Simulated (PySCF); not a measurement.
Gas-phase reaction: 2 GaNH₂ + NH₂ → Ga₂H₆ + 3 N

Computed with PySCF and rigid-rotor harmonic-oscillator thermochemistry at 1 bar. † marks an energy on the PBE0/def2-TZVP geometry and frequencies; other levels use their own. MP2 and CCSD(T) freeze the core. 6-31G* has spherical d functions here. Open shells (unrestricted): NH₂ (multiplicity 2), N (multiplicity 4); the rest are closed-shell singlets. B3LYP is the form with VWN-RPA correlation. Ga: all electrons, no relativistic terms. GaNH₂, Ga₂H₆: computed as isolated molecules; such fragments, hydroxides, amides, oligomers or adducts are transient or little studied in the gas. MP2 isn't extrapolated to the basis-set limit. CCSD(T) isn't extrapolated to the basis-set limit.

| level | ΔH°(298 K), kJ |
|---|---|
| B3LYP/6-31G* | … |
| BLYP/def2-TZVP† | 1334 |
| CCSD(T)/def2-SVP† | 1013 |
| HF/6-31G* | … |
| MP2/def2-SVP† | 1054 |
| MP2/def2-TZVPP† | … |
| PBE/def2-SVP | 1314 |
| PBE/def2-TZVP† | … |
| PBE0/def2-QZVP† | 1237 |
| ωB97M-V/def2-TZVP† | 1222 |

Q: Complete the blanks.

A: 
- B3LYP/6-31G*, ΔH°(298 K), kJ: 1207
- HF/6-31G*, ΔH°(298 K), kJ: 451
- MP2/def2-TZVPP†, ΔH°(298 K), kJ: 1164
- PBE/def2-TZVP†, ΔH°(298 K), kJ: 1331
